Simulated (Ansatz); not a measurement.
Gas-phase electronic energies from Ansatz, PBE0-D4/def2-TZVP geometries. CCSD(T)/CBS is the MP2 limit (def2-TZVPP, def2-QZVPP) plus CCSD(T) − MP2 in def2-TZVPP, frozen cores. This one scheme is used for every species. DFT in def2-TZVPP. B3LYP here is the variant with VWN-RPA as its local correlation; programs differ in this. Each species was taken in one conformer, which may not be the lowest.

`FC[SiH](F)Cl` + H₂ → `FC[SiH2]F` + HCl  (hydrogenolysis of the Si–Cl bond)

```json
{"level": "PBE-D4", "ΔE (kJ/mol)": "90.8", "difference from CCSD(T)/CBS": "1.2"}
{"level": "r2SCAN-D4", "ΔE (kJ/mol)": "96.2", "difference from CCSD(T)/CBS": "6.6"}
{"level": "PBE0-D4", "ΔE (kJ/mol)": "89.2", "difference from CCSD(T)/CBS": "-0.4"}
{"level": "B3LYP-D4", "ΔE (kJ/mol)": "88.8", "difference from CCSD(T)/CBS": "-0.8"}
{"level": "ωB97X-V", "ΔE (kJ/mol)": "88.2", "difference from CCSD(T)/CBS": "-1.4"}
{"level": "ωB97M-V", "ΔE (kJ/mol)": "91.3", "difference from CCSD(T)/CBS": "1.7"}
{"level": "B2PLYP", "ΔE (kJ/mol)": "85.8", "difference from CCSD(T)/CBS": "-3.8"}
{"level": "PBE", "ΔE (kJ/mol)": "85.9", "difference from CCSD(T)/CBS": "-3.7"}
{"level": "r2SCAN", "ΔE (kJ/mol)": "95.0", "difference from CCSD(T)/CBS": "5.4"}
{"level": "PBE0", "ΔE (kJ/mol)": "84.9", "difference from CCSD(T)/CBS": "-4.7"}
{"level": "B3LYP", "ΔE (kJ/mol)": "80.7", "difference from CCSD(T)/CBS": "-8.9"}
{"level": "HF/def2-TZVPP", "ΔE (kJ/mol)": "74.4", "difference from CCSD(T)/CBS": "-15.2"}
{"level": "MP2/def2-TZVPP", "ΔE (kJ/mol)": "93.9", "difference from CCSD(T)/CBS": "4.3"}
{"level": "SCS-MP2/def2-TZVPP", "ΔE (kJ/mol)": "87.0", "difference from CCSD(T)/CBS": "-2.6"}
{"level": "CCSD/def2-TZVPP", "ΔE (kJ/mol)": "80.8", "difference from CCSD(T)/CBS": "-8.8"}
{"level": "CCSD(T)/def2-TZVPP", "ΔE (kJ/mol)": "84.6", "difference from CCSD(T)/CBS": "-5.0"}
{"level": "HF/def2-QZVPP", "ΔE (kJ/mol)": "74.5", "difference from CCSD(T)/CBS": "-15.1"}
{"level": "MP2/def2-QZVPP", "ΔE (kJ/mol)": "96.7", "difference from CCSD(T)/CBS": "7.1"}
{"level": "SCS-MP2/def2-QZVPP", "ΔE (kJ/mol)": "89.9", "difference from CCSD(T)/CBS": "0.3"}
{"level": "HF/CBS(def2)", "ΔE (kJ/mol)": "74.5", "difference from CCSD(T)/CBS": "-15.1"}
{"level": "MP2/CBS(def2)", "ΔE (kJ/mol)": "98.8", "difference from CCSD(T)/CBS": "9.2"}
{"level": "CCSD/CBS(def2)", "ΔE (kJ/mol)": "85.7", "difference from CCSD(T)/CBS": "-3.9"}
{"level": "CCSD(T)/CBS", "ΔE (kJ/mol)": "89.6", "difference from CCSD(T)/CBS": "0"}
```

Largest T1 diagnostic among the species: 0.011.

The D4 term adds +8.0 kJ/mol with B3LYP and +4.3 kJ/mol with PBE0; it sums over pairs of atoms, weighted by their polarisabilities, and B3LYP, whose exchange is more repulsive, gets the larger term. In def2-TZVPP, CCSD(T) changes the Hartree–Fock value by +10.2 kJ/mol (the triples alone add +3.8 kJ/mol) and MP2 by +19.5 kJ/mol.
